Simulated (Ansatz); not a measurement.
`CC(C)(C)[Si](Cl)(Cl)C(C)(C)C` from Hartree–Fock to CCSD(T)

Cartesian coordinates in Å:
```
C -1.138 -1.687 -1.087
C 0.008 -1.654 -0.074
C 1.347 -1.745 -0.808
C -0.122 -2.859 0.862
Si -0.075 -0.077 0.978
Cl 1.489 -0.179 2.329
Cl -1.828 -0.170 2.074
C -0.017 1.645 0.185
C -0.046 2.687 1.308
C -1.229 1.866 -0.721
C 1.270 1.823 -0.622
H -2.113 -1.570 -0.608
H -1.036 -0.914 -1.850
H -1.136 -2.655 -1.602
H 2.194 -1.699 -0.119
H 1.469 -0.955 -1.551
H 1.403 -2.703 -1.337
H -0.062 -3.778 0.269
H -1.077 -2.864 1.391
H 0.679 -2.887 1.604
H -0.026 3.688 0.864
H -0.952 2.608 1.913
H 0.816 2.597 1.971
H -1.226 1.204 -1.588
H -1.215 2.895 -1.096
H -2.170 1.722 -0.186
H 1.335 2.859 -0.973
H 1.297 1.180 -1.503
H 2.162 1.621 -0.024
```

Charge 0, multiplicity 1. The geometry is a stationary point of PBE0-D4/def2-TZVP. Frozen core, restricted reference, Ansatz 0.2.0. CBS rows extrapolate triple and quadruple zeta; past MP2 they add the triple-zeta difference.

| basis | HF (Eh) | MP2 corr. | CCSD corr. | (T) | CCSD(T) total |
| --- | --- | --- | --- | --- | --- |
| def2-SVP | -1520.87860 | -1.53524 | -1.66519 | -0.05110 | -1522.59489 |
| def2-TZVPP | -1521.63254 | -1.92945 | -2.04370 | -0.08769 | -1523.76393 |
| def2-QZVPP | -1521.68076 | -2.06522 | – | – | – |
| CBS(def2) | -1521.68740 | -2.16580 | -2.28004 | as TZ | -1524.05513 |
